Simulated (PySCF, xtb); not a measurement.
H7NO2Si2, SMILES N[Si](O)(O)[SiH3].

GFN2-xTB in xtb at its own geometry gives an orbital gap of 4.71 eV and a dipole moment of 3.14 D.

Geometry optimised at TPSSh-D3(BJ)/def2-SVP. This is a generated structure with no PubChem entry under its InChIKey; it may be hypothetical. One conformer was computed; it need not be the lowest.

What does r2SCAN/def2-TZVP (PySCF) give? (Estimate from the structure and the level; the computed values follow.)

gap 6.38 eV (levels -6.45 and -0.06 eV), dipole 3.24 D.
